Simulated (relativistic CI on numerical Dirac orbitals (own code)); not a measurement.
## Er3+: N4,5 absorption edge

Computed with this model: Dirac-Coulomb-Breit CI, orbitals from a KLI potential per configuration, QED by a radiative potential, valence Slater integrals scaled by 0.9, multiplet model of core-to-valence dipole absorption; configurations [Xe] 4f11 → [Kr] 4d9 4f12 5s2 5p6; 300 K; Lorentzian 0.75 eV and Gaussian 0.2 eV FWHM. Energies are those of the free ion, without screening or charge transfer. The branching ratio is the share of the lower-energy edge in the whole absorption, uncertain by about 0.02 where the edges overlap. S is read from ⟨S²⟩ = S(S + 1).

free ion: ground-state S = 1.48, centroid 175.92 eV. Peaks (eV, height): 165.7 (6), 167.8 (11), 170.3 (55), 172.7 (13), 174.7 (12), 180.3 (100).

Strongest unbroadened transitions for free ion:

```
Energy (eV)  Relative strength
     165.68                5.5
     166.74                0.7
     167.79                9.9
     168.23                0.6
     170.25               57.2
     170.83                2.7
     172.71               11.7
     174.48                5.4
     174.79                7.3
     175.21                0.0
     179.69               23.2
     180.28              100.0
     182.48                0.0
     188.83                1.1
     193.80                0.1
```
